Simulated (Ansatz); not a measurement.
A nudged elastic band was laid between two geometries of BGaH4SSe (8 atoms, charge 0, multiplicity 1).

Theory: Ansatz, RKS B3LYP/def2-SVP.

```
movable images  : 5
climbing image  : yes
spring          : 5.0 eV/Å²
optimiser       : quadratic models (default)
start path      : through a guess of the saddle point
force threshold : 0.05 eV/Å
iteration limit : 60
end points      : relaxed
```

Initial state:

```xyz
8
Properties=species:S:1:pos:R:3
S -0.421 1.692 -1.979
Ga 0.321 1.020 0.018
B 0.286 -1.030 0.416
Se -1.335 -1.893 0.946
H -0.157 3.006 -1.790
H 0.849 2.180 0.941
H 1.281 -1.703 0.330
H -0.824 -3.273 1.118
```

Final state:

```xyz
8
Properties=species:S:1:pos:R:3
S -0.185 2.362 -1.534
Ga 0.466 1.247 0.287
B 0.312 -0.833 0.375
Se -1.341 -1.669 0.850
H -0.633 1.287 -2.224
H 1.053 2.238 1.357
H 1.252 -1.543 0.124
H -0.923 -3.089 0.765
```

Problem. Which bonds break or form, and what moves?

Solution. No bond is made or broken. The dihedral H5–S1–Ga2–B3 goes from -178 to 2°.

Problem. What energy profile does the band end with?

Solution. It converged. The highest image is number 3 of 0 to 6, 39.4 kJ/mol above the first end and 39.8 kJ/mol above the last; the last end lies 0.3 kJ/mol below the first. A vibrational analysis at the climbing image gives one clearly imaginary mode, 392i cm⁻¹, and a faint second one (31i cm⁻¹) that may be numerical noise or a soft torsion: probably a first-order saddle point.

```json
{"image": "0", "path coordinate (Å)": "0.00", "energy (kJ/mol)": "0.0", "dihedral H5–S1–Ga2–B3 (°)": "-178"}
{"image": "1", "path coordinate (Å)": "0.83", "energy (kJ/mol)": "1.0", "dihedral H5–S1–Ga2–B3 (°)": "-178"}
{"image": "2", "path coordinate (Å)": "1.67", "energy (kJ/mol)": "17.1", "dihedral H5–S1–Ga2–B3 (°)": "-142"}
{"image": "3", "path coordinate (Å)": "2.50", "energy (kJ/mol)": "39.4", "dihedral H5–S1–Ga2–B3 (°)": "-92"}
{"image": "4", "path coordinate (Å)": "3.22", "energy (kJ/mol)": "19.2", "dihedral H5–S1–Ga2–B3 (°)": "-46"}
{"image": "5", "path coordinate (Å)": "3.94", "energy (kJ/mol)": "0.5", "dihedral H5–S1–Ga2–B3 (°)": "-1"}
{"image": "6", "path coordinate (Å)": "4.66", "energy (kJ/mol)": "-0.3", "dihedral H5–S1–Ga2–B3 (°)": "2"}
```

Problem. What is the geometry of the highest image?

Solution. 
```xyz
8
Properties=species:S:1:pos:R:3
S -1.078 2.094 -1.250
Ga 0.426 1.168 0.205
B 0.373 -0.913 0.544
Se -1.299 -1.793 0.279
H -0.214 1.967 -2.287
H 1.385 2.204 0.915
H 1.319 -1.564 0.904
H -0.911 -3.163 0.690
```

Time of the run: 2.6 min on 2 threads of AMD EPYC 7B13 (Zen 3), with other jobs on the host, peak memory 0.33 GiB.
